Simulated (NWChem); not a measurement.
System: C2H7GaO; SMILES C([O][GaH2])C

```xyz
11

Ga    -0.0676    -1.0482     0.0003
H      0.8065    -2.3372    -0.0071
H     -1.6266    -0.9264     0.0086
O      0.9483     0.4159    -0.0015
C      0.6687     1.7840     0.0033
C     -0.8011     2.1544     0.0003
H      1.1545     2.2369     0.8893
H      1.1598     2.2435    -0.8762
H     -1.3202     1.7590     0.8885
H     -0.9199     3.2492     0.0023
H     -1.3152     1.7628    -0.8925
```
Atoms are numbered in this order, from 1.

Program: NWChem. Geometry: optimised at PBE0/def2-SVP. Vzz is the largest principal value of the second derivative of the potential at the nucleus (NWChem prints the opposite sign); η is the asymmetry. Non-relativistic.

```tsv
level	Vzz Ga1 (a.u.)	η Ga1	Vzz O4 (a.u.)	η O4	relative time
B3LYP/def2-TZVP	3.132	0.40	1.558	0.06	5
B3LYP/def2-SVP	2.394	0.55	1.512	0.06	2
Hartree-Fock/def2-TZVP	3.499	0.36	1.657	0.03	3
Hartree-Fock/def2-SVP	2.789	0.49	1.641	0.07	1
```

Relative times are rough (shared machine, one core).
